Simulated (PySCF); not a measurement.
trigermane (H8Ge3), singlet, at a GFN2-xTB geometry. Base run: HF/STO-3G run with PySCF.

The PySCF input:
```python
from pyscf import gto, scf

mol = gto.Mole()
mol.atom = '''
    Ge    1.90001561    0.78760798    0.01267175
    Ge    0.15905914   -0.82974910   -0.11782222
    Ge   -2.05434673    0.01685078    0.10147719
    H     3.27897541    0.21486417   -0.12015679
    H     1.80378477    1.84519785   -1.04687745
    H     1.90523439    1.54160056    1.30964904
    H     0.39427060   -1.90879813    0.91539890
    H     0.28126416   -1.60150252   -1.41267263
    H    -2.46127627    0.90549142   -1.03640104
    H    -2.24165164    0.85542957    1.33132862
    H    -3.11189834   -1.04299234    0.17727632
'''
mol.basis = 'sto-3g'
mol.verbose = 4
mol.build()

mf = scf.RHF(mol)
mf.kernel()
mf.analyze()
```

Each row names what was changed in the base input (with any setting that the change needs).

```tsv
change	ΔE vs base (µEh)	SCF cycles
base	0.0	7
diis = off; damp = 0.6 (with mf.diis_start_cycle = 200; with mf.max_cycle = 150)	0.0	28
init_guess = atom	0.0	7
init_guess = mod_huckel	0.0	8
DIIS = EDIIS	0.0	18
conv_tol = 1e-11	0.0	9
damp = 0.5; diis_start_cycle = 5	0.0	10
level_shift = 0.3 (with mf.max_cycle = 100)	0.0	10
init_guess = 1e	0.0	13
DIIS = ADIIS	0.0	10
conv_tol_grad = 1e-7	0.0	9
init_guess = huckel	0.0	7
diis_space = 2	0.0	8
```
